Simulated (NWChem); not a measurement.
Program: NWChem. System: AlO, charge 0, spin multiplicity 2, at a geometry optimised with UB3LYP/def2-SVP. The structure started from a generated list of species. Its SCF solution wasn't tested for a lower state. Level: ROCCSD(T)/def2-TZVP, 6 core orbitals frozen.

Input file:

```
start mol
memory heap 100 mb stack 700 mb global 1900 mb
geometry units angstroms nocenter noautoz
  Al     0.000000     0.000000     0.624139
  O      0.000000     0.000000    -1.014226
  symmetry group C2v
end
basis spherical
  * library def2-tzvp
end
scf
  rohf
  nopen 1
  maxiter 100
  thresh 1e-7
  semidirect memsize 60000000 filesize 0
  # guess.movecs holds the orbitals of an unrestricted PBE0 run
  vectors input guess.movecs output mol.movecs
end
tce
  freeze core 6
  ccsd(t)
  2eorb
  2emet 13
  thresh 1e-6
  maxiter 100
  tilesize 24
end
task tce energy
```

NWChem printed:

```
             Northwest Computational Chemistry Package (NWChem) 7.3.0
             --------------------------------------------------------

                                NWChem Input Module
                                -------------------

 Scaling coordinates for geometry "geometry" by  1.889725989
 (inverse scale =  0.529177249)

 Turning off AUTOSYM since
 SYMMETRY directive was detected!

                             Geometry "geometry" -> ""
                             -------------------------

 Output coordinates in angstroms (scale by  1.889725989 to convert to a.u.)

  No.       Tag          Charge          X              Y              Z
 ---- ---------------- ---------- -------------- -------------- --------------
    1 Al                  13.0000     0.00000000     0.00000000     0.62413900
    2 O                    8.0000     0.00000000     0.00000000    -1.01422600

 Effective nuclear repulsion energy (a.u.)      33.5910703024

            Nuclear Dipole moment (a.u.)
            ----------------------------
        X                 Y               Z
 ---------------- ---------------- ----------------
     0.0000000000     0.0000000000    -0.0000018897

      Symmetry information
      --------------------

 Group name             C2v
 Group number             16
 Group order               4
 No. of unique centers     2

      Symmetry unique atoms

     1    2


 Summary of "ao basis" -> "" (spherical)
 ------------------------------------------------------------------------------
       Tag                 Description            Shells   Functions and Types
 ---------------- ------------------------------  ------  ---------------------
 *                         def2-tzvp                  on all atoms

 Summary of "ao basis" -> "ao basis" (spherical)
 ------------------------------------------------------------------------------
       Tag                 Description            Shells   Functions and Types
 ---------------- ------------------------------  ------  ---------------------
 Al                        def2-tzvp                13       37   5s5p2d1f
 O                         def2-tzvp                11       31   5s3p2d1f

                                 NWChem SCF Module
                                 -----------------

  ao basis        = "ao basis"
  functions       =    68
  atoms           =     2
  closed shells   =    10
  open shells     =     1
  charge          =   0.00
  wavefunction    = ROHF
  use symmetry    = T
  symmetry adapt  = T

 Summary of "ao basis" -> "ao basis" (spherical)
 ------------------------------------------------------------------------------
       Tag                 Description            Shells   Functions and Types
 ---------------- ------------------------------  ------  ---------------------
 Al                        def2-tzvp                13       37   5s5p2d1f
 O                         def2-tzvp                11       31   5s3p2d1f

      Symmetry analysis of basis
      --------------------------

        a1         30
        a2          6
        b1         16
        b2         16

 Forming initial guess at       0.1s

      Symmetry analysis of molecular orbitals - initial
      -------------------------------------------------

  Numbering of irreducible representations:

     1 a1          2 a2          3 b1          4 b2

  Orbital symmetries:

     1 a1          2 a1          3 a1          4 b2          5 b1
     6 a1          7 a1          8 a1          9 b1         10 b2
    11 a1         12 b2         13 b1         14 a1         15 a1
    16 a2         17 a1         18 a1         19 b2         20 b1
    21 b2

 Starting SCF solution at       0.1s

 ----------------------------------------------
         Quadratically convergent ROHF

 Convergence threshold     :          1.000E-07
 Maximum no. of iterations :          100
 Final Fock-matrix accuracy:          1.000E-09
 ----------------------------------------------

              iter       energy          gnorm     gmax       time
             ----- ------------------- --------- --------- --------
                 1     -316.7369138808  9.56D-01  3.52D-01      0.5
                 2     -316.7553745472  3.68D-01  1.32D-01      0.6
                 3     -316.7601284055  8.97D-02  3.49D-02      0.6
  ga_iter_lsolve: convergence stagnant ... aborting solve
                 4     -316.7610252618  7.15D-03  5.33D-03      0.7
                 5     -316.7612071452  2.88D-03  8.09D-04      0.9
                 6     -316.7612098269  2.66D-05  9.57D-06      1.0
                 7     -316.7612098276  9.87D-09  4.23D-09      1.1

       Final ROHF results
       ------------------

         Total SCF energy =   -316.761209827582
      One-electron energy =   -508.217134833875
      Two-electron energy =    157.864854703907
 Nuclear repulsion energy =     33.591070302386

        Time for solution =      1.1s

       Symmetry analysis of molecular orbitals - final
       -----------------------------------------------

  Numbering of irreducible representations:

     1 a1          2 a2          3 b1          4 b2

  Orbital symmetries:

     1 a1          2 a1          3 a1          4 b2          5 b1
     6 a1          7 a1          8 a1          9 b1         10 b2
    11 a1         12 b2         13 b1         14 a1         15 a1
    16 a1         17 a2         18 a1         19 b1         20 b2
    21 b1

             Final eigenvalues
             -----------------

              1
    1  -58.5126
    2  -20.4758
    3   -4.9270
    4   -3.2397
    5   -3.2397
    6   -3.2369
    7   -1.1528
    8   -0.4637
    9   -0.3979
   10   -0.3979
   11   -0.2143
   12    0.0462
   13    0.0462
   14    0.1226
   15    0.2243
   16    0.2598
   17    0.2598
   18    0.2982
   19    0.3028
   20    0.3028
   21    0.3643

                       ROHF Final Molecular Orbital Analysis
                       -------------------------------------

 Vector    9  Occ=2.000000D+00  E=-3.979270D-01  Symmetry=b1
              MO Center=  8.3D-16, -1.0D-17, -8.5D-01, r^2= 1.0D+00
   Bfn.  Coefficient  Atom+Function         Bfn.  Coefficient  Atom+Function
  ----- ------------  ---------------      ----- ------------  ---------------
    43      0.411942  2 O  px                46      0.373581  2 O  px
    49      0.255859  2 O  px                15      0.166304  1 Al px

 Vector   10  Occ=2.000000D+00  E=-3.979270D-01  Symmetry=b2
              MO Center= -2.9D-17, -1.7D-15, -8.5D-01, r^2= 1.0D+00
   Bfn.  Coefficient  Atom+Function         Bfn.  Coefficient  Atom+Function
  ----- ------------  ---------------      ----- ------------  ---------------
    44      0.411942  2 O  py                47      0.373581  2 O  py
    50      0.255859  2 O  py                16      0.166304  1 Al py

 Vector   11  Occ=1.000000D+00  E=-2.143143D-01  Symmetry=a1
              MO Center=  2.3D-15, -1.4D-15,  1.1D+00, r^2= 2.3D+00
   Bfn.  Coefficient  Atom+Function         Bfn.  Coefficient  Atom+Function
  ----- ------------  ---------------      ----- ------------  ---------------
     4      0.470803  1 Al s                  5      0.428398  1 Al s
    17      0.409970  1 Al pz                 3     -0.238878  1 Al s
    45     -0.183024  2 O  pz                20      0.164212  1 Al pz
    48     -0.155379  2 O  pz

 Vector   12  Occ=0.000000D+00  E= 4.622552D-02  Symmetry=b2
              MO Center= -2.1D-15, -3.2D-15,  9.8D-01, r^2= 4.9D+00
   Bfn.  Coefficient  Atom+Function         Bfn.  Coefficient  Atom+Function
  ----- ------------  ---------------      ----- ------------  ---------------
    19      0.837844  1 Al py                16      0.212094  1 Al py
    27      0.205532  1 Al d -1              50     -0.174629  2 O  py

 Vector   13  Occ=0.000000D+00  E= 4.622552D-02  Symmetry=b1
              MO Center= -1.3D-15, -8.0D-16,  9.8D-01, r^2= 4.9D+00
   Bfn.  Coefficient  Atom+Function         Bfn.  Coefficient  Atom+Function
  ----- ------------  ---------------      ----- ------------  ---------------
    18      0.837844  1 Al px                15      0.212094  1 Al px
    29     -0.205532  1 Al d  1              49     -0.174629  2 O  px

 Vector   14  Occ=0.000000D+00  E= 1.226044D-01  Symmetry=a1
              MO Center=  5.7D-15, -9.4D-15,  6.1D-01, r^2= 6.1D+00
   Bfn.  Coefficient  Atom+Function         Bfn.  Coefficient  Atom+Function
  ----- ------------  ---------------      ----- ------------  ---------------
    20      1.079484  1 Al pz                42      0.646852  2 O  s
     5     -0.580018  1 Al s                 28      0.236676  1 Al d  0

 center of mass
 --------------
 x =   0.00000000 y =   0.00000000 z =   0.02716443

 moments of inertia (a.u.)
 ------------------
          96.258034831943           0.000000000000           0.000000000000
           0.000000000000          96.258034831943           0.000000000000
           0.000000000000           0.000000000000           0.000000000000

  Mulliken analysis of the total density
  --------------------------------------

    Atom       Charge   Shell Charges
 -----------   ------   -------------------------------------------------------
    1 Al  13    12.33   2.00  0.65  1.33  0.81  0.36  2.91  2.28  0.82  0.64  0.24  0.12  0.11  0.05
    2 O    8     8.67   0.79  1.18  0.59  0.96  0.32  1.76  1.96  1.10  0.00  0.01  0.00

 Mulliken analysis of the open-shell density
 -------------------------------------------

    Atom       Charge   Shell Charges
 -----------   ------   -------------------------------------------------------
    1 Al  13     0.89   0.00  0.00 -0.01  0.26  0.29  0.01  0.00  0.00  0.25  0.07  0.00  0.00  0.00
    2 O    8     0.11   0.00 -0.00  0.00 -0.00 -0.00  0.06  0.05  0.01  0.00  0.00  0.00

       Multipole analysis of the density wrt the origin
       ------------------------------------------------

     L   x y z        total         open         nuclear
     -   - - -        -----         ----         -------
     0   0 0 0     -0.000000     -1.000000     21.000000

     1   1 0 0     -0.000000     -0.000000      0.000000
     1   0 1 0      0.000000      0.000000      0.000000
     1   0 0 1      2.410199     -2.118192     -0.000002

     2   2 0 0    -11.358457     -2.078902      0.000000
     2   1 1 0      0.000000     -0.000000      0.000000
     2   1 0 1     -0.000000     -0.000000      0.000000
     2   0 2 0    -11.358457     -2.078902      0.000000
     2   0 1 1      0.000000      0.000000      0.000000
     2   0 0 2    -14.770729     -8.619760     47.471509

                   NWChem Extensible Many-Electron Theory Module
                   ---------------------------------------------


            General Information
            -------------------
      Number of processors :     1
         Wavefunction type : Restricted open-shell Hartree-Fock
          No. of electrons :    21
           Alpha electrons :    11
            Beta electrons :    10
           No. of orbitals :   136
            Alpha orbitals :    68
             Beta orbitals :    68
        Alpha frozen cores :     6
         Beta frozen cores :     6
     Alpha frozen virtuals :     0
      Beta frozen virtuals :     0
         Spin multiplicity : doublet
    Number of AO functions :    68
       Number of AO shells :    24
        Use of symmetry is : on
      Symmetry adaption is : on
         Schwarz screening : 0.10D-09

          Correlation Information
          -----------------------
          Calculation type : Coupled-cluster singles & doubles w/ perturbation
   Perturbative correction : (T)
            Max iterations :      100
        Residual threshold : 0.10D-05
     T(0) DIIS level shift : 0.00D+00
     L(0) DIIS level shift : 0.00D+00
     T(1) DIIS level shift : 0.00D+00
     L(1) DIIS level shift : 0.00D+00
     T(R) DIIS level shift : 0.00D+00
     T(I) DIIS level shift : 0.00D+00
   CC-T/L Amplitude update :  5-th order DIIS
                I/O scheme : Global Array Library
        L-threshold :  0.10D-05
        EOM-threshold :  0.10D-05
 no EOMCCSD initial starts read in
 TCE RESTART OPTIONS
 SLICE:      F
 D4D5:       F
 quantumc:   F
 qrotation:  F
 pwtce:      F
 qducc:      F
 nacto:                         0
 nrotv:                         0
 nrot:                          0

            Memory Information
            ------------------
          Available GA space size is     249027552 doubles
          Available MA space size is     104850588 doubles

 Maximum block size supplied by input
 Maximum block size        24 doubles

 tile_dim =     23

 -------------------------------------------------

 Global array virtual files algorithm will be used

 Parallel file system coherency ......... OK

 4-electron integrals stored in orbital form

 v2    file size   =          1189786
 4-index algorithm nr.  13 is used
 imaxsize =       30
 imaxsize ichop =        0


CCSD iterations
 ---------------------------------------------------------
 Iter          Residuum       Correlation     Cpu    Wall
 ---------------------------------------------------------
    1   0.2068205184000  -0.3149823782896     0.3     0.3
    2   0.0560939493665  -0.2904560493106     0.3     0.3
    3   0.0292243102652  -0.3055648528866     0.3     0.3
    4   0.0194444200904  -0.3012113113302     0.3     0.3
    5   0.0160862005762  -0.3056233204671     0.3     0.3
    6   0.0050095075545  -0.3047270580520     0.3     0.3
    7   0.0061398331117  -0.3045549053914     0.3     0.3
    8   0.0031117387508  -0.3049406131390     0.3     0.3
    9   0.0048868413422  -0.3046277675125     0.3     0.3
   10   0.0034659014960  -0.3051798335903     0.3     0.3
   11   0.0005963324840  -0.3051215423456     0.3     0.3
   12   0.0003960432271  -0.3051115437052     0.3     0.3
   13   0.0002724920539  -0.3051185021679     0.3     0.3
   14   0.0002231604561  -0.3051088399274     0.3     0.3
   15   0.0001668717875  -0.3051223856212     0.3     0.3
   16   0.0000708139770  -0.3051203734190     0.3     0.3
   17   0.0000641861376  -0.3051148673365     0.2     0.2
   18   0.0000382413455  -0.3051213376376     0.3     0.3
   19   0.0000514869080  -0.3051172970567     0.3     0.3
   20   0.0000374900145  -0.3051236452575     0.3     0.3
   21   0.0000094073461  -0.3051235222055     0.3     0.3
   22   0.0000053706878  -0.3051228290743     0.3     0.3
   23   0.0000045683629  -0.3051231912552     0.3     0.3
   24   0.0000033585977  -0.3051228678754     0.3     0.3
   25   0.0000028271738  -0.3051231942791     0.3     0.3
   26   0.0000010565865  -0.3051230779026     0.3     0.3
   27   0.0000011362336  -0.3051230269458     0.2     0.2
   28   0.0000006542002  -0.3051231146929     0.2     0.2
 -----------------------------------------------------------------
 Iterations converged
 CCSD correlation energy / hartree =        -0.305123114692882
 CCSD total energy / hartree       =      -317.066332942274755

 Singles contributions
    11a1  (beta ) ---     8a1  (beta )        0.1927217484

 Doubles contributions
 CCSD(T)
 Using plain CCSD(T) code
             total no. of tasks          927
 total no. of tasks / no. procs          927
                         wl_min            2           1.1
                         wl_max        97336           6.8
        thresh for no. of tasks          927

 CCSD[T]  correction energy / hartree =        -0.025429197854856
 CCSD[T] correlation energy / hartree =        -0.330552312547738
 CCSD[T] total energy / hartree       =      -317.091762140129617
 CCSD(T)  correction energy / hartree =        -0.020138214676522
 CCSD(T) correlation energy / hartree =        -0.325261329369404
 CCSD(T) total energy / hartree       =      -317.086471156951291

 Task  times  cpu:       15.7s     wall:       15.7s

 Total times  cpu:       15.8s     wall:       15.8s
```
